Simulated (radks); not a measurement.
The numbers below are computed, except where a source is named.
Spin polarisation of the 3d1 shell in neutral scandium. Start: [Ar] 3d(up 0.5, down 0.5) 4s2; electrons of 3d are moved from spin down to spin up, other shells keep equal spins. Level of theory: scalar-relativistic Kohn-Sham, PBEsol, spin-polarised, spherical densities, finite nucleus; Fermi nuclear charge, rms radius of each element as measured or else 0.836 A^(1/3) + 0.57 fm (a radial shooting solver on a logarithmic mesh with Libxc functionals).

moment (Bohr magnetons)  E - E(0) (eV)  e(3d up) (eV)  e(3d down) (eV)  4s down minus up (eV)  3p down minus up (eV)  3s down minus up (eV)
0                                0.000         -3.246           -3.246                  0.000                  0.000                  0.000
0.25                            -0.011         -3.330           -3.156                  0.073                  0.194                  0.192
0.5                             -0.043         -3.406           -3.059                  0.145                  0.388                  0.384
0.75                            -0.098         -3.475           -2.955                  0.219                  0.581                  0.576
1                               -0.173         -3.536           -2.844                  0.292                  0.774                  0.766

At moment 1 the spin-polarisation energy is -0.173 eV and the 3d exchange splitting 0.692 eV, that is 0.692 eV per Bohr magneton; E = -I m^2/4 would give I = 0.693 eV.
